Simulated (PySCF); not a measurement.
The numbers are results of B3LYP-D3(BJ)/def2-TZVP // PBE0-D4/def2-SVP (PySCF), not measurements. All species are isolated molecules in the gas phase. One relaxed conformer stands for a flexible species; it need not be the lowest. B3LYP has the VWN-RPA correlation part, as in Gaussian. Excitations are Tamm–Dancoff values on a coarser integration grid. The basis has no diffuse functions, so Rydberg states are missing or too high.

Reference species (SMILES): `C[O][Sn]([O]C)([O]C)[O]C` (neutral, multiplicity 1).

```json
{
 "S1 excitation (TDA)": "4.57 eV",
 "S1 oscillator strength": "0.000"
}
```

Changed species: `C[O][Sn]([SiH3])([O]C)[O]C` (1 of 4 OCH3 replaced by SiH3; the reference has 0 of 4 OCH3 replaced by SiH3).

What does the change do to the S1 excitation (TDA) and S1 oscillator strength?

the S1 excitation (TDA) increases by 0.39 eV, to 4.96 eV; the S1 oscillator strength hardly moves.
